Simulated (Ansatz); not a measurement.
Wavefunction ladder for B2H5NSi, SMILES `BN1B[SiH2]1`

```tsv
atom	x (Å)	y (Å)	z (Å)
B1	-0.068	-0.158	1.611
N2	-0.040	-0.138	0.188
B3	-0.256	-1.041	-0.866
Si4	0.221	0.769	-1.322
H5	0.182	0.837	2.226
H6	-0.344	-1.183	2.166
H7	-0.553	-2.189	-0.929
H8	-0.756	1.859	-1.557
H9	1.612	1.245	-1.517
```

The species carries charge 0 and has multiplicity 1. The geometry is a stationary point of PBE0-D4/def2-TZVP. Frozen core, restricted reference, the Gaussian-basis code of Ansatz. CBS rows extrapolate triple and quadruple zeta; past MP2 they add the triple-zeta difference.

```
     basis     HF (Eh)  MP2 corr.
  def2-SVP  -395.49615   -0.42136
def2-TZVPP  -395.71867   -0.51626
def2-QZVPP  -395.73286   -0.55172
```

**Question.** Estimate the CCSD correlation energy and the (T) correction in each basis where they were run (hartree).

**Answer.** 
| basis | CCSD corr. | (T) |
| --- | --- | --- |
| def2-SVP | -0.46764 | -0.01589 |
| def2-TZVPP | -0.55750 | -0.02373 |
| CBS(def2) | -0.61923 | as TZ |
